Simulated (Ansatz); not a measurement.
Reaction (formal exchange of groups at the Si–C bond): `CC(F)C[SiH3]` + `C#C` → `C#C[SiH3]` + `CC(C)F`

Gas-phase electronic energies from Ansatz, PBE0-D4/def2-TZVP geometries. CCSD(T)/CBS is the MP2 limit (def2-TZVPP, def2-QZVPP) plus CCSD(T) − MP2 in def2-TZVPP, frozen cores. This one scheme is used for every species. Functionals use def2-TZVPP. B3LYP here is the variant with VWN-RPA as its local correlation; programs differ in this. Each species was taken in one conformer, which may not be the lowest.

| level | ΔE (kJ/mol) | difference from CCSD(T)/CBS |
| --- | --- | --- |
| revPBE-D4 | -44.7 | 1.0 |
| PBE0-D4 | -45.9 | -0.2 |
| B3LYP-D4 | -48.2 | -2.5 |
| r2SCAN0-D4 | -47.9 | -2.2 |
| CAM-B3LYP-D4 | -46.6 | -0.9 |
| r2SCANh | -49.6 | -3.9 |
| r2SCAN0 | -49.1 | -3.4 |
| CAM-B3LYP | -49.8 | -4.1 |
| LC-ωPBE | -44.6 | 1.1 |
| RPA@PBE/def2-TZVPP | -45.9 | -0.2 |
| MP2/def2-SVP | -44.5 | 1.2 |
| CCSD/def2-SVP | -43.5 | 2.2 |
| CCSD(T)/def2-SVP | -43.2 | 2.5 |
| MP2/def2-TZVPP | -48.2 | -2.5 |
| HF/CBS(def2) | -56.9 | -11.2 |
| CCSD/CBS(def2) | -46.4 | -0.7 |
| CCSD(T)/CBS | -45.7 | 0 |

Largest T1 diagnostic among the species: 0.013.

Leaving LDA and LC-ωPBE aside and taking each functional with its dispersion term where it has one, the values, not all of them listed here, spread over 8.1 kJ/mol, from B2PLYP to ωB97M-V. LDA lies +7.3 kJ/mol from PBE without D4. In def2-TZVPP, CCSD(T) changes the Hartree–Fock value by +10.7 kJ/mol (the triples alone add +0.8 kJ/mol) and MP2 by +8.5 kJ/mol. The D4 term adds +5.3 kJ/mol with B3LYP and +3.0 kJ/mol with PBE0; it sums over pairs of atoms, weighted by their polarisabilities, and B3LYP, whose exchange is more repulsive, gets the larger term.

CCSD(T)/CBS has its own doubt, a few kJ/mol and more with outer-core shells, so smaller differences from it don't rank the levels.
